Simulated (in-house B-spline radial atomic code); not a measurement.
Spin-orbit splittings of orbital energies (j = l + 1/2 less j = l - 1/2) and ratios of mean radii (lower j over upper j) along the 12-electron series, configuration [Ne] 3s2. Computed with a radial B-spline atomic code at the basis-set limit: Dirac-Hartree-Fock, average of the configuration, finite nuclei.

```json
{"ion": "Mg", "Z": "12", "splitting of 2p (eV)": "0.31481", "radius ratio of 2p": "0.9969"}
{"ion": "Al+", "Z": "13", "splitting of 2p (eV)": "0.4728", "radius ratio of 2p": "0.99655"}
{"ion": "Si2+", "Z": "14", "splitting of 2p (eV)": "0.68605", "radius ratio of 2p": "0.99614"}
{"ion": "P3+", "Z": "15", "splitting of 2p (eV)": "0.96621", "radius ratio of 2p": "0.99568"}
{"ion": "S4+", "Z": "16", "splitting of 2p (eV)": "1.3261", "radius ratio of 2p": "0.99517"}
{"ion": "Cl5+", "Z": "17", "splitting of 2p (eV)": "1.7797", "radius ratio of 2p": "0.99462"}
{"ion": "Ar6+", "Z": "18", "splitting of 2p (eV)": "2.3422", "radius ratio of 2p": "0.99403"}
{"ion": "K7+", "Z": "19", "splitting of 2p (eV)": "3.0301", "radius ratio of 2p": "0.99339"}
{"ion": "Ca8+", "Z": "20", "splitting of 2p (eV)": "3.8608", "radius ratio of 2p": "0.99272"}
{"ion": "Sc9+", "Z": "21", "splitting of 2p (eV)": "4.8533", "radius ratio of 2p": "0.992"}
{"ion": "Ti10+", "Z": "22", "splitting of 2p (eV)": "6.0278", "radius ratio of 2p": "0.99125"}
{"ion": "V11+", "Z": "23", "splitting of 2p (eV)": "?", "radius ratio of 2p": "?"}
{"ion": "Cr12+", "Z": "24", "splitting of 2p (eV)": "?", "radius ratio of 2p": "?"}
{"ion": "Mn13+", "Z": "25", "splitting of 2p (eV)": "10.863", "radius ratio of 2p": "0.98875"}
{"ion": "Fe14+", "Z": "26", "splitting of 2p (eV)": "12.992", "radius ratio of 2p": "0.98784"}
{"ion": "Co15+", "Z": "27", "splitting of 2p (eV)": "15.424", "radius ratio of 2p": "0.98689"}
{"ion": "Ni16+", "Z": "28", "splitting of 2p (eV)": "18.186", "radius ratio of 2p": "0.9859"}
{"ion": "Cu17+", "Z": "29", "splitting of 2p (eV)": "21.308", "radius ratio of 2p": "0.98487"}
{"ion": "Zn18+", "Z": "30", "splitting of 2p (eV)": "24.821", "radius ratio of 2p": "0.98381"}
{"ion": "Ga19+", "Z": "31", "splitting of 2p (eV)": "28.758", "radius ratio of 2p": "0.9827"}
{"ion": "Ge20+", "Z": "32", "splitting of 2p (eV)": "33.154", "radius ratio of 2p": "0.98155"}
{"ion": "As21+", "Z": "33", "splitting of 2p (eV)": "38.043", "radius ratio of 2p": "0.98036"}
{"ion": "Se22+", "Z": "34", "splitting of 2p (eV)": "43.463", "radius ratio of 2p": "0.97914"}
{"ion": "Br23+", "Z": "35", "splitting of 2p (eV)": "49.454", "radius ratio of 2p": "0.97787"}
{"ion": "Kr24+", "Z": "36", "splitting of 2p (eV)": "?", "radius ratio of 2p": "?"}
{"ion": "Rb25+", "Z": "37", "splitting of 2p (eV)": "63.312", "radius ratio of 2p": "0.97521"}
```

Question: Fill in the row of V11+.

Answer: splitting of 2p (eV): 7.4055; radius ratio of 2p: 0.99045.

Question: Fill in the row of Cr12+.

Answer: splitting of 2p (eV): 9.0093; radius ratio of 2p: 0.98962.

Question: Fill in the row of Kr24+.

Answer: splitting of 2p (eV): 56.056; radius ratio of 2p: 0.97656.

Question: With what power of Z does the column «splitting of 2p (eV)» change over this range?

Answer: A fit of the logarithm of its size against log Z from Z = 12 to 37 has slope 4.68. An unscreened hydrogenic electron would give 4 at low Z; screening makes the apparent power larger near the neutral end, and relativity raises it again at high Z.
